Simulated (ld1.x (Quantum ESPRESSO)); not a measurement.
## Ta (Z = 73): one change to a TM semilocal potential, before and after

- Element: Ta (Z = 73)
- Generator: ld1.x (Quantum ESPRESSO) 7.5
- Type: norm-conserving Troullier–Martins (semilocal form)
- Functional: PBE
- Relativity: scalar-relativistic
- Frozen core: [Xe] 4f14
- Valence charge: 5
- Reference configuration: 5d3 6s1.75 6p0.25
- Partial waves: 6s (bound): rc 2.15 bohr; 6p (bound): rc 2.85 bohr; 5d (bound): rc 2.75 bohr
- Local potential: the d channel
- Core correction: none

All-electron outer shells of the reference configuration (PBE, scalar-relativistic, ld1.x):

```json
{"shell": "5p", "level (eV)": "-39.80", "outermost node (bohr)": "0.58", "outermost maximum (bohr)": "1.13"}
{"shell": "4f", "level (eV)": "-25.10", "outermost node (bohr)": "–", "outermost maximum (bohr)": "0.44"}
{"shell": "6s", "level (eV)": "-5.70", "outermost node (bohr)": "1.32", "outermost maximum (bohr)": "2.74"}
{"shell": "5d", "level (eV)": "-3.93", "outermost node (bohr)": "0.65", "outermost maximum (bohr)": "1.58"}
{"shell": "6p", "level (eV)": "-1.59", "outermost node (bohr)": "1.59", "outermost maximum (bohr)": "3.85"}
```

Change: wave 5d (bound): rc 2.75 bohr becomes 5d (bound): rc 1.68 bohr.

Cutoffs: the cutoffs (Ry, on a coarse ladder) from which the occupation-weighted sum of valence levels, in a spherical-Bessel basis at the reference potential, stays within 10 and 1 mRy of its value at 400 Ry; they do not see the model core or the augmentation charge, which bear on the density cutoff. Errors are all-electron minus pseudo energies relative to the spin-unpolarised reference configuration.

Problem. How do hardness, ghosts and transferability respond?

Solution. The potential gets harder (25 Ry and 35 Ry → 30 Ry and 45 Ry); of the 7 tests that both files solve, the error grows in 0 and shrinks in 1 by more than 15 % and 0.3 meV (median size 60.1 → 43.2 meV); the range in which the d phases agree widens (upper end 1.5 → at the end of the scan); neither file shows a bound ghost. A smaller radius makes the pseudo-wave follow the all-electron one further in, where it bends more sharply, so more plane waves are needed. A semilocal file is local in each channel, so a ghost entry of none says nothing of the separable form that plane-wave codes build from it.

```tsv
quantity	base	changed
cutoff, loose	25 Ry	30 Ry
cutoff, tight	35 Ry	45 Ry
loose cutoff by channel (10 mRy a level)	s 12 Ry, p 6 Ry, d 18 Ry	s 12 Ry, p 6 Ry, d 21 Ry
bound ghosts	none	none
error for 5d3 6s2 6p0, meV [ΔE -1.02 eV]	+0.7	+0.7
error for 5d3 6s1 6p0, meV [ΔE 7.45 eV]	+7.9	+7.0
error for 5d3 6s0 6p0, meV [ΔE 22.42 eV]	+109	+108
error for 5d2 6s0 6p0, meV [ΔE 46.02 eV]	+174	+187
error for 5d3 6s1 6p1, meV [ΔE 3.16 eV]	+3.1	+2.9
error for 5d1 6s0 6p0, meV [ΔE 81.07 eV]	+474	+442
error for 5d4 6s0 6p0, meV [ΔE 8.88 eV]	+60	+43
s: phases at 3.09 bohr within 0.05 rad from the reference energy up to (Ry; the scan ends near 5)	1.0	1.0
p: phases at 3.09 bohr within 0.05 rad from the reference energy up to (Ry; the scan ends near 5)	0.4	0.4
d: phases at 3.09 bohr within 0.05 rad from the reference energy up to (Ry; the scan ends near 5)	1.5	to the end of the scan
```
